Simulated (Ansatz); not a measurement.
Calculated with Ansatz (gas phase, PBE0-D4/def2-TZVP geometries, no zero-point term in ΔE). CCSD(T)/CBS is the MP2 limit (def2-TZVPP, def2-QZVPP) plus CCSD(T) − MP2 in def2-TZVPP, frozen cores. This one scheme is used for every species. Functionals use def2-TZVPP. B3LYP here is the variant with VWN-RPA as its local correlation; programs differ in this. Each species was taken in one conformer, which may not be the lowest.

Consider the hydrogenolysis of a C–Si bond: `C/N=C\[SiH2]S` + H₂ → `C=NC` + `[SiH3]S`.

| level | ΔE (kJ/mol) | difference from CCSD(T)/CBS |
| --- | --- | --- |
| PBE-D4 | -25.9 | 8.6 |
| r2SCAN-D4 | -29.9 | 4.6 |
| PBE0-D4 | -33.0 | 1.5 |
| B3LYP-D4 | -33.6 | 0.9 |
| ωB97X-V | -38.6 | -4.1 |
| ωB97M-V | -35.5 | -1.0 |
| B2PLYP | -43.1 | -8.6 |
| PBE | -35.8 | -1.3 |
| r2SCAN | -32.9 | 1.6 |
| PBE0 | -42.0 | -7.5 |
| B3LYP | -49.3 | -14.8 |
| HF/def2-TZVPP | -70.7 | -36.2 |
| MP2/def2-TZVPP | -31.9 | 2.6 |
| SCS-MP2/def2-TZVPP | -39.7 | -5.2 |
| CCSD/def2-TZVPP | -44.9 | -10.4 |
| CCSD(T)/def2-TZVPP | -37.7 | -3.2 |
| HF/def2-QZVPP | -70.9 | -36.4 |
| MP2/def2-QZVPP | -30.1 | 4.4 |
| SCS-MP2/def2-QZVPP | -38.0 | -3.5 |
| HF/CBS(def2) | -70.9 | -36.4 |
| MP2/CBS(def2) | -28.7 | 5.8 |
| CCSD/CBS(def2) | -41.7 | -7.2 |
| CCSD(T)/CBS | -34.5 | 0 |

Largest T1 diagnostic among the species: 0.012.

From PBE to PBE0 (25 % exact exchange), in def2-TZVPP and without D4, ΔE moves by −6.2 kJ/mol. The D4 term adds +15.7 kJ/mol with B3LYP and +9.0 kJ/mol with PBE0; it sums over pairs of atoms, weighted by their polarisabilities, and B3LYP, whose exchange is more repulsive, gets the larger term.
